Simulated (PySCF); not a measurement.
Si(F)(OH)(NH2)2 (FH5N2OSi), SMILES N[Si](N)(O)F.

The structure is a stationary point at B3LYP-D3(BJ)/def2-SVP. The structure was generated by enumeration, and PubChem lists no compound with its InChIKey, so it may never have been made. One conformer was computed; it need not be the lowest.

Level of theory: PBE/def2-TZVP (PySCF).

Computed frontier levels, gap, dipole moment and polarisability:
```json
{
  "highest_occupied_level": "-6.16 eV",
  "lowest_empty_level": "-0.19 eV",
  "orbital_gap": "5.98 eV",
  "dipole_moment": "1.17 D",
  "quadrupole, principal values (traceless, Buckingham form, about the centre of nuclear charge)": "-10.91, 2.33, 8.58 D·Å",
  "mean_static_polarisability": "42.5 bohr³ (6.31 Å³)",
  "polarisability_principal_values": "38.0, 44.1, 45.5 bohr³"
}
```
